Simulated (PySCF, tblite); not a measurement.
C₇H₁₀OS.
Bonds: C1–C2, C2–O3, O3–C4, C4–C5, C5–C6 (aromatic), C6–C7 (aromatic), C7–C8 (aromatic), C8–S9 (aromatic), C5–S9 (aromatic). Hydrogens: H10, H11, H12 on C1; H13, H14 on C2; H15, H16 on C4; H17 on C6; H18 on C7; H19 on C8.

Structure optimised with GFN2-xTB, isolated species.

Give the optimised bond lengths and angles.

| bond | length (Å) | order |
| --- | --- | --- |
| C1–C2 | 1.520 | single |
| C2–O3 | 1.410 | single |
| O3–C4 | 1.403 | single |
| C4–C5 | 1.492 | single |
| C5–C6 | 1.357 | aromatic |
| C6–C7 | 1.415 | aromatic |
| C7–C8 | 1.354 | aromatic |
| C8–S9 | 1.723 | aromatic |
| C5–S9 | 1.733 | aromatic |
| C1–H10, C1–H11, C1–H12 | 1.086 | single |
| C2–H13, C2–H14 | 1.102 | single |
| C4–H15, C4–H16 | 1.105 | single |
| C6–H17 | 1.074 | single |
| C7–H18 | 1.075 | single |
| C8–H19 | 1.072 | single |

Bonds in one row agree within 0.01 Å and their mean is given. Orders are formal, as drawn. A selection of angles:
| angle | degrees |
| --- | --- |
| C1–C2–O3 | 108.6 |
| C2–O3–C4 | 113.1 |
| O3–C4–C5 | 109.4 |
| C4–C5–C6 | 128.5 |
| C4–C5–S9 | 120.1 |
| C6–C5–S9 | 111.4 |
| C5–C6–C7 | 112.9 |
| C6–C7–C8 | 112.7 |
| C7–C8–S9 | 112.0 |
| C5–S9–C8 | 91.0 |

Dihedral angles: C1–C2–O3–C4 180° (antiperiplanar); C2–O3–C4–C5 180° (antiperiplanar); O3–C4–C5–C6 0° (synperiplanar).

The 9 heavy atoms lie in one plane (0.001 Å rms). The C–C distances run from 1.354 Å (C7–C8, aromatic) to 1.520 Å (C1–C2, drawn single), a spread of 0.166 Å. Of the pairs four or more bonds apart, O3···H17 is among the closest relative to their van der Waals radii: 2.57 Å, 94 % of the sum of Bondi's values. O3 (ether oxygen) is bent (angle 113.1°). The 5-membered ring C5–C6–C7–C8–S9 has internal angles of 91.0° to 112.9° (sum 540°, against 540° for a flat polygon); it is planar, 0.00 Å rms from its mean plane, widest ring torsion 0°.

Point group: Cs (tolerance 0.08 Å). Its GFN2-xTB frequencies are all real (lowest 22 cm⁻¹). The numbers are those of one conformer.

All values are computed, not measured.
